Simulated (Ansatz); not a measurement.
**A barrier at the coupled-cluster level**

Start structure (CH₉GeN, closed shell), relaxed at PBE0-D4/def2-TZVP:

```xyz
12
angstrom
Ge -1.0312 0.8707 0.5778
C -0.1171 -0.5518 1.5445
H -1.7901 0.3166 -0.6430
H -2.0610 1.5758 1.4862
H -0.0356 1.9390 0.0870
H 1.9121 -1.0598 -2.1017
N 1.1540 -0.4686 -1.7837
H 0.4109 -0.1468 2.4087
H -0.8332 -1.2984 1.8904
H 0.5967 -1.0173 0.8650
H 1.4345 0.4910 -1.9460
H 0.3598 -0.6502 -2.3853
```

The step: CH₆Ge ([CH3][GeH3]) + NH₃ → GeNH₅ ([NH2][GeH3]) + CH₄; bonds formed: Ge1–N7, C2–H6; bonds broken: Ge1–C2, H6–N7. Computed with Ansatz 0.2.0 (basis: def2-TZVPP and def2-QZVPP); correlated methods freeze the cores. Filled d shells of the heavier atoms are correlated. The def2 sets are not built for correlating such inner shells, so the correlated values are less sure here. Extrapolation: Hartree–Fock as exp(−7.88 √X), correlation as X^−2.97. Energies below are by CCSD(T) at an estimated basis limit (MP2 extrapolated from triple and quadruple zeta, plus CCSD(T) − MP2 in triple zeta).

(1) What are the electronic barrier and the energy of the step, from the start structure to the end structure? (An estimate is asked for; the value comes from the calculation.)

No T1 diagnostic of these runs exceeds 0.012.

## Answers

(1) The calculation gives: Barrier 2.661 eV; step energy -0.084 eV (downhill); reverse barrier, their difference, 2.745 eV. Barrier and step energy count from the start structure, the reverse barrier from the end structure.

The saddle point: One imaginary mode of 999i cm⁻¹.
| pair | start (Å) | saddle (Å) | end (Å) |
| --- | --- | --- | --- |
| Ge1–N7 | 3.48 | 2.00 | 1.84 |
| C2–H6 | 4.20 | 1.62 | 1.09 |
| Ge1–C2 | 1.95 | 2.51 | 3.95 |
| H6–N7 | 1.01 | 1.14 | 2.74 |

Zero-point energy (harmonic, PBE0-D4): ZPE is 2.593 eV at the start and 2.498 eV at the saddle, so the barrier goes from 2.661 to 2.567 eV.

Labels in which every atom is bracketed show which atoms are joined, not bond orders.

For scale, one of the runs: CCSD(T)/def2-TZVPP, 236 basis functions, launched by `ansatz run in.yaml --threads 4 --pin off --events-out ev --progress --plain --max-ram 9574MiB`. Hardware: 4 CPU threads of an AMD EPYC, shared host. Wall time 4.2 min; peak host memory 4.4 GiB.
